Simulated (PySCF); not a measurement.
Gas-phase reaction: Ti(OH)4 + 4 C4H6 (butadiene) ⇌ TiO2 + 2 C2H5OH + 4 C3H4 (cyclic)

Computed with PySCF and rigid-rotor harmonic-oscillator thermochemistry at 1 bar. † marks an energy on the PBE0/def2-TZVP geometry and frequencies; other levels use their own. MP2 freezes the core. 6-31G* has spherical d functions here. All species are closed-shell singlets. B3LYP is the form with VWN-RPA correlation. Ti(OH)4: computed as isolated molecules; such fragments, hydroxides, amides, oligomers or adducts are transient or little studied in the gas. MP2 isn't extrapolated to the basis-set limit.

```tsv
level	ΔH°(298 K), kJ
B3LYP/6-31G*	1163
M06-2X/def2-TZVP†	1173
MP2/def2-TZVPP†	…
PBE0/def2-SVP†	1117
ωB97M-V/def2-TZVP†	…
```

Task: Some entries are withheld; supply them.

Result: 
- MP2/def2-TZVPP†, ΔH°(298 K), kJ: 1081
- ωB97M-V/def2-TZVP†, ΔH°(298 K), kJ: 1175
